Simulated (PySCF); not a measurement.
Excitation energy of As by level of theory

As [Ar] 3d10 4s2 4p3 (4S) → As [Ar] 3d10 4s1 4p3 4d1 (6D), as a difference of total energies. Computed with PySCF 2.14 in aug-cc-pwCVTZ-PP with ECP10MDF (8s7p6d4f1g, 96 functions), with scalar relativity through the core potential. Correlated levels: valence: 3s2 3p6 3d10 frozen; valence and next inner shell: nothing frozen outside the core potential. The calculations carry no spin-orbit coupling.

| method | excitation energy (cm⁻¹) |
| --- | --- |
| UHF | 105270 |
| LDA | 126730 |
| PBE | 123490 |
| PBE0 | 121300 |
| r2SCAN | 120560 |
| B2PLYP | 123320 |
| wB97X-V | 124620 |
| PBEsol | 122940 |
| MP2 (valence) | 115930 |
| SCS-MP2 (valence) | 119170 |
| MP2 (valence and next inner shell) | 121580 |
| SCS-MP2 (valence and next inner shell) | 123630 |

The upper state lies above the first ionisation limit, but in LS coupling its spin forbids autoionisation to the ground ion.

The promoted electron is Rydberg-like, and one or two diffuse shells describe it only roughly, which tends to raise the upper state.

In the upper state the promoted electron has a positive orbital energy at LDA, PBE, r2SCAN, PBEsol, so the basis confines it.
